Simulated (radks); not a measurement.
Spherical quantum dot in the effective-mass picture: electrons in a parabolic well V = omega^2 r^2 / 2 with omega = 0.18, all in effective atomic units (hartree* = m*/eps^2 hartree, bohr* = eps/m* bohr), one dielectric constant everywhere. Method: non-relativistic Kohn-Sham, LDA (Slater exchange, Perdew-Wang correlation), spin-polarised, spherical densities; computed with a radial shooting solver with Libxc functionals. Levels are named by radial order and angular momentum (1s, 1p, 1d, 2s, ...), and open shells are averaged over m.

N = 6, configuration 1s2 1p(up 3, down 1). This is the lowest configuration that the search found. Occupied and some empty levels:

| level | occupation | eigenvalue (hartree*) | <r> (bohr*) |
|---|---|---|---|
| 1s up | 1 | 1.4052 | 3.877 |
| 1s down | 1 | 1.4273 | 3.875 |
| 1p up | 3 | 1.4914 | 4.643 |
| 1p down | 1 | 1.5136 | 4.685 |
| 1d up | 0 | 1.5976 | 5.225 |
| 1d down | 0 | 1.6178 | 5.282 |
| 2s up | 0 | 1.6424 | 4.507 |
| 2s down | 0 | 1.6567 | 4.532 |
| 1f up | 0 | 1.7179 | 5.719 |
| 1f down | 0 | 1.7355 | 5.779 |

Energy (hartree*): total 5.44511, kinetic 0.68434, external 2.0742, Hartree 3.6729, exchange-correlation -0.98632.

Electron density:

| r (bohr*) | n(r) (e/bohr*^3) |
|---|---|
| 0.417 | 0.006694 |
| 0.881 | 0.007142 |
| 1.35 | 0.007809 |
| 1.81 | 0.008542 |
| 2.27 | 0.009159 |
| 2.74 | 0.009474 |
| 3.20 | 0.009342 |
| 3.67 | 0.008697 |
| 4.13 | 0.007581 |
| 4.60 | 0.006140 |
| 5.06 | 0.004593 |
| 5.52 | 0.003157 |
| 5.99 | 0.001982 |
| 6.45 | 0.001137 |
| 6.92 | 0.0005946 |
| 7.38 | 0.0002829 |
| 7.85 | 0.0001229 |
| 8.31 | 0.00004878 |
| 8.78 | 0.00001765 |
| 9.24 | 5.849e-06 |
